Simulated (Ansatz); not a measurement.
**Worked example: ideal-gas entropy of TaCl5 (tantalum pentachloride)**

A singlet with charge 0, relaxed at PBE0-D4/def2-TZVP (core potential) (Ansatz 0.2.0):

```xyz
6

Cl   -0.9459   -1.7323    1.1291
Ta    0.0000    0.0000    0.0000
Cl    0.0886   -1.2997   -1.9198
Cl   -0.0889    1.2998    1.9198
Cl    2.2621    0.2254   -0.0481
Cl   -1.3159    1.5068   -1.0809
```

Harmonic wavenumbers in cm⁻¹: 61, 61, 139, 139, 165, 184, 184, 336, 373, 410, 410, 410.

Masses in u: Cl 35.45, Ta 180.948. Take T = 298.15 K, p = 1 bar, R = 8.3145 J/(mol K), kT/hc = 207.22 cm⁻¹, rigid rotor and harmonic oscillator.

Q: Compute the standard molar entropy.

A: 
1. Translation (Sackur–Tetrode): S = R[3/2 ln M + 5/2 ln T − 1.1517] with M = 358.198 gives 182.2 J/(mol K).
2. Rotation: principal moments 549.867, 656.546, 656.611 u Å² give A, B, C = 0.0307, 0.0257, 0.0257 cm⁻¹; the symmetry number is σ = 6; q = (√π/σ)√((kT/hc)³/ABC) = 195690; S = R(ln q + 3/2) = 113.8.
3. Vibration: with u = ν̃/207.22, each mode gives R[u/(eᵘ − 1) − ln(1 − e⁻ᵘ)]; the sum is 111.4, most from 61 cm⁻¹ (18.5), 61 cm⁻¹ (18.5), 139 cm⁻¹ (11.8).
4. Electronic: R ln 1 = 0.0, from the spin multiplicity alone.
5. Sum: 182.2 + 113.8 + 111.4 + 0.0 = 407.4 J/(mol K).

No measured value is set beside it here.
